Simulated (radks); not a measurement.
Values are calculated unless marked as measured or tabulated.
Orbital eigenvalues (eV) of neutral iodine, [Kr] 4d10 5s2 5p5, at several levels of relativity; Dirac values are averaged over j with weights 2j + 1. Spin-unpolarised spherical Kohn-Sham, PBE, point nucleus unless stated (finite: rms radius 4.75 fm), a radial shooting solver on a logarithmic mesh with Libxc functionals. A level marked "c x" has the speed of light scaled by that factor and shares open shells by 2j + 1; other Dirac levels either fill j = l - 1/2 first or share by 2j + 1.

| shell | non-rel. | scalar-rel., finite nucleus | Dirac, 2j+1 shares | Dirac, low j first | change of magnitude, last against first (%) |
|---|---|---|---|---|---|
| 1s | -31647 | -32982 | -32961 | -32961 | +4.15 |
| 2s | -4767.9 | -5096.0 | -5090.8 | -5090.7 | +6.77 |
| 2p | -4480.5 | -4574.0 | -4577.0 | -4576.9 | +2.15 |
| 3s | -960.16 | -1028.5 | -1027.5 | -1027.4 | +7.00 |
| 3p | -839.33 | -859.35 | -860.01 | -859.90 | +2.45 |
| 3d | -614.80 | -605.97 | -605.21 | -605.10 | -1.58 |
| 4s | -166.92 | -180.58 | -180.41 | -180.31 | +8.02 |
| 4p | -124.67 | -127.57 | -127.76 | -127.66 | +2.40 |
| 4d | -52.681 | -50.280 | -50.214 | -50.117 | -4.87 |
| 5s | -16.016 | -17.406 | -17.386 | -17.326 | +8.18 |
| 5p | -7.1461 | -7.0861 | -7.1098 | -7.0637 | -1.15 |
